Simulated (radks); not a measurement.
Results of a calculation; reference values are marked as such.
Q: Neutral beryllium, [He] 2s2. Code: a radial shooting solver on a logarithmic mesh with Libxc functionals. Model: non-relativistic Kohn-Sham, exchange-only LDA, spin-polarised, spherical densities, point nucleus. Every spin shell is full or empty, so the densities are truly spherical. Functionals are evaluated on that one density, not self-consistently. Rank these orbital-free kinetic functionals by their error against the exact value of the orbitals, and give that value: Thomas-Fermi, von Weizsacker, TF + vW, LC94, revAPBEK, Perdew 92, Thakkar, Pearson, LKT, PG1, DePristo-Kress, Ernzerhof.

A: Exact: 14.2233 hartree. From best to worst, with 100 (|E| - |E exact|)/|E exact| (equal figures are ties): LC94 +0.11, Perdew 92 +0.17, Thakkar +0.36, revAPBEK +0.95, DePristo-Kress -1.36, Ernzerhof +2.25, Pearson -4.17, von Weizsacker -6.44, Thomas-Fermi -10.24, PG1 +46.88, LKT +54.31, TF + vW +83.31.
